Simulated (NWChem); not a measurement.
# CH6GaN; SMILES [NH2][GaH][CH3]

```xyz
9

Ga    -0.3375     0.0340     0.0000
H     -1.8928     0.2347     0.0002
C      0.5988    -1.6919    -0.0001
H      0.3180    -2.2805     0.8877
H      1.6920    -1.5705    -0.0044
H      0.3112    -2.2836    -0.8836
N      0.6472     1.5595     0.0002
H      1.6598     1.5899     0.0002
H      0.2515     2.4917    -0.0028
```
Atoms are numbered in this order, from 1.

All runs use the structure optimised with PBE0/def2-SVP.

 States above −ε(HOMO) = 6.0 eV lie in this functional's continuum and hang on the basis.

Problem. List the 4 lowest vertical singlet excitations from PBE/def2-SVPD, TDA (NWChem).

Solution. 
```
state  energy (eV)  oscillator strength  leading excitation (squared amplitude)
-----  -----------  -------------------  --------------------------------------
S1            5.58                0.060                    HOMO → LUMO+1 (0.98)
S2            5.77                0.001                    HOMO−1 → LUMO (0.99)
S3            5.79                0.122                      HOMO → LUMO (0.91)
S4            6.31                0.011                    HOMO → LUMO+2 (0.98)
```
